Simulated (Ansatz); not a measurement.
This geometry of C$_{4}$H$_{10}$AlNO (17 atoms, charge 0, multiplicity 1) is a first-order saddle point.

Theory: RKS PBE/STO-3G (Ansatz 0.2.0).

```xyz
17
Properties=species:S:1:pos:R:3
C 2.015 -1.060 1.351
C 1.419 -0.092 0.607
N 0.585 -0.247 -0.537
C 0.008 -1.590 -0.855
C -0.226 0.948 -1.005
Al -1.852 1.267 0.017
O -1.952 2.838 0.694
H 1.882 -2.132 1.165
H 2.682 -0.777 2.173
H 1.612 0.974 0.829
H 0.480 -2.026 -1.765
H 0.169 -2.289 -0.009
H -1.084 -1.503 -1.039
H 0.459 1.821 -0.956
H -0.426 0.780 -2.086
H -2.941 0.243 0.252
H -2.850 2.844 1.206
```

(1) Which two structures does it join? (They come from a converged band through this point; their orientation in space is the band's.)

(2) How far does it lie above each of them?

Answers

(1) No bond is made or broken. The dihedral C5–N3–C4–H12 goes from -72 to 168°. The two ends are copies of one structure, up to a mirror image or an exchange of like atoms.

Initial state:

```xyz
17
Properties=species:S:1:pos:R:3
C 1.846 -1.002 1.363
C 1.436 -0.046 0.493
N 0.678 -0.221 -0.716
C 0.050 -1.572 -0.902
C -0.258 0.940 -1.062
Al -1.765 1.195 0.142
O -1.862 2.772 0.806
H 1.547 -2.054 1.282
H 2.529 -0.742 2.182
H 1.755 1.005 0.626
H 0.842 -2.347 -0.854
H -0.726 -1.813 -0.135
H -0.422 -1.603 -1.905
H 0.388 1.843 -1.088
H -0.578 0.761 -2.112
H -2.782 0.135 0.507
H -2.698 2.748 1.413
```

Final state:

```xyz
17
Properties=species:S:1:pos:R:3
C 1.780 -1.010 1.443
C 1.416 -0.056 0.550
N 0.705 -0.230 -0.687
C 0.072 -1.577 -0.890
C -0.206 0.937 -1.076
Al -1.758 1.209 0.066
O -1.873 2.793 0.712
H 1.473 -2.059 1.356
H 2.434 -0.752 2.285
H 1.742 0.993 0.688
H -0.358 -1.610 -1.912
H 0.855 -2.358 -0.805
H -0.737 -1.807 -0.155
H 0.449 1.835 -1.079
H -0.484 0.757 -2.138
H -2.796 0.159 0.397
H -2.733 2.777 1.285
```

(2) 0.097 eV above the first and 0.097 eV above the second. This is the barrier of this one path; another mechanism may lie lower. Limits of this set-up: minimal basis.

Run time: 10 min on 1 thread of Intel(R) Xeon(R) Processor @ 2.70GHz, with other jobs on the host, peak memory 0.13 GiB.
